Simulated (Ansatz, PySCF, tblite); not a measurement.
Bond stretch in PH, triplet.

- UKS-B3LYP = unrestricted B3LYP/def2-TZVP (Ansatz, a first-principles code)
- UKS-M06-2X/6-31G* = PySCF 2.14.0 with unrestricted M06-2X/6-31G*, spherical d
- GFN2-xTB, 300 K electronic temperature (tblite)

Total energies in hartree (comparable only within one method and basis):

| R / Å | UKS-B3LYP | UKS-M06-2X/6-31G* | GFN2-xTB |
|---|---|---|---|
| 1.08 | -341.82284 | -341.74001 | -2.84347 |
| 1.14 | -341.85503 | -341.77378 | -2.87951 |
| 1.22 | -341.88266 | -341.80274 | -2.90688 |
| 1.26 | -341.89152 | -341.81197 | -2.91462 |
| 1.32 | -341.90011 | -341.82086 | -2.92127 |
| 1.37 | -341.90385 | -341.82464 | -2.92353 |
| 1.43 | -341.90522 | -341.82586 | -2.92352 |
| 1.47 | -341.90464 | -341.82510 | -2.92232 |
| 1.52 | -341.90260 | -341.82277 | -2.91986 |
| 1.55 | -341.90081 | -341.82079 | -2.91798 |
| 1.67 | -341.89064 | -341.80979 | -2.90844 |
| 1.74 | -341.88324 | -341.80194 | -2.90192 |
| 1.91 | -341.86336 | -341.78118 | -2.88475 |
| 2.15 | -341.83543 | -341.75308 | -2.85975 |
| 2.36 | -341.81569 | -341.73484 | -2.83938 |
| 2.58 | -341.80210 | -341.72319 | -2.82103 |
| 2.85 | -341.79270 | -341.71572 | -2.80333 |
| 3.10 | -341.78816 | -341.71242 | -2.79142 |
| 3.51 | -341.78480 | -341.70998 | -2.77972 |
| 3.91 | -341.78356 | -341.70888 | -2.77509 |
| 4.29 | -341.78309 | -341.70861 | -2.77375 |
| 5.05 | -341.78280 | -341.70849 | -2.77323 |
| 5.61 | -341.78276 | -341.70849 | -2.77313 |

The unrestricted determinant behind UKS-B3LYP is spin-contaminated at 2.36 to 5.61 Å (<S²> up to 3.0, against 2.00 for a pure triplet). The unrestricted determinant behind UKS-M06-2X/6-31G* is spin-contaminated at 2.15 to 5.61 Å (<S²> up to 3.0, against 2.00 for a pure triplet).
